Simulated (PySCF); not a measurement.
C7H6NO (doublet state).
Cartesian coordinates in Å at the GFN2-xTB level; atoms count from 1:
```
atom  x, y, z in Å
N1     3.251   -0.346   -0.054
C2     2.135   -0.183   -0.240
C3     0.719    0.017   -0.453
C4    -0.035   -1.298   -0.191
C5    -1.479   -1.026    0.186
C6    -1.939    0.195    0.254
C7    -1.256    1.422    0.065
O8    -1.633    2.494   -0.332
C9     0.223    1.155    0.455
H10    0.577    0.321   -1.498
H11    0.419   -1.835    0.648
H12    0.011   -1.951   -1.066
H13   -2.079   -1.895    0.410
H14    0.793    2.070    0.288
H15    0.288    0.867    1.505
```

The hyperfine couplings belong to this conformer and change with its torsions.

The species is `N#C[C@H]1CC=[C]C(=O)C1` [radical].

Theory: UKS B3LYP, pcH-1 on C H N O, non-relativistic, mean-field spin-orbit, GIAO (PySCF 2.14.0). The structure is a single GFN2-xTB conformer in the gas phase; no vibrational or solvent corrections. Couplings are sensitive to structure, and on GFN2-xTB geometries they can be far from those on DFT ones. Stability of the SCF solution: not tested.

Principal values of hyperfine tensors in MHz (contact and dipolar terms together), for some of the nuclei:

```json
{"atom": "C6", "isotope": "13C", "A1": "203.13", "A2": "220.27", "A3": "412.59"}
{"atom": "H13", "isotope": "1H", "A1": "85.09", "A2": "88.35", "A3": "103.12"}
{"atom": "C4", "isotope": "13C", "A1": "47.17", "A2": "48.23", "A3": "69.23"}
{"atom": "C9", "isotope": "13C", "A1": "25.81", "A2": "26.30", "A3": "45.97"}
{"atom": "H14", "isotope": "1H", "A1": "11.94", "A2": "15.76", "A3": "21.53"}
{"atom": "H11", "isotope": "1H", "A1": "-16.18", "A2": "-14.27", "A3": "-6.99"}
{"atom": "C5", "isotope": "13C", "A1": "-26.26", "A2": "-6.87", "A3": "6.17"}
{"atom": "C3", "isotope": "13C", "A1": "-7.02", "A2": "-6.89", "A3": "-4.98"}
```

(1) Split each tensor into its isotropic and traceless parts, and turn a_iso into mT with g = 2.0027.

(2) What spin density at the nucleus of C5 lies behind its contact coupling (g_N = 1.40482)?

(3) O8 (17O, g_N = -0.75752) isn't in the table. Its spin density at the nucleus is 0.01147 bohr⁻³. What is its contact coupling?

(4) Which nucleus of the table has the largest anisotropic coupling, and what is its form?

(5) In a single crystal, with the field along each principal axis of the tensor of C6 in turn, what first-order splitting does this nucleus give (isotropic g, quadrupole terms neglected)?

Results:

(1) a_iso = (A1 + A2 + A3)/3, Ti = Ai − a_iso; 1 mT corresponds to 28.030 MHz.

```json
{"atom": "C6", "a_iso (MHz)": "278.66", "a_iso (mT)": "9.942", "T1": "-75.53", "T2": "-58.40", "T3": "133.93"}
{"atom": "H13", "a_iso (MHz)": "92.18", "a_iso (mT)": "3.289", "T1": "-7.10", "T2": "-3.84", "T3": "10.94"}
{"atom": "C4", "a_iso (MHz)": "54.88", "a_iso (mT)": "1.958", "T1": "-7.70", "T2": "-6.65", "T3": "14.35"}
{"atom": "C9", "a_iso (MHz)": "32.70", "a_iso (mT)": "1.166", "T1": "-6.88", "T2": "-6.39", "T3": "13.28"}
{"atom": "H14", "a_iso (MHz)": "16.41", "a_iso (mT)": "0.585", "T1": "-4.47", "T2": "-0.65", "T3": "5.12"}
{"atom": "H11", "a_iso (MHz)": "-12.48", "a_iso (mT)": "-0.445", "T1": "-3.70", "T2": "-1.79", "T3": "5.49"}
{"atom": "C5", "a_iso (MHz)": "-8.99", "a_iso (mT)": "-0.321", "T1": "-17.27", "T2": "2.11", "T3": "15.16"}
{"atom": "C3", "a_iso (MHz)": "-6.30", "a_iso (mT)": "-0.225", "T1": "-0.72", "T2": "-0.59", "T3": "1.31"}
```

(2) a_FC = (2μ0/3) gₑ μB g_N μN ρ(0)/(2S·h) = 800.24 MHz × g_N × ρ(0)/(2S), with ρ in bohr⁻³. With a_FC = -8.99 MHz and 2S = 1, ρ(0) = -0.007994 bohr⁻³.

(3) By the same relation, a_FC = -6.95 MHz. Its full tensor has the principal values -37.87, 3.90, 13.10 MHz.

(4) C6: -75.5, -58.4, 133.9 MHz, rhombic: the two smaller values differ by 13 % of the largest.

(5) 2 lines (I = 1/2), spaced by |A_i|/(g × 13.996): 7.25, 7.86, 14.72 mT along the axes of A1, A2 and A3.

The run took 86 s of wall time (with the writing of density and orbital grids) on an Arm Neoverse V1 with one thread, shared host with 32 logical CPUs at a one-minute load of 13, and the process peaked at 1.1 GiB of memory.
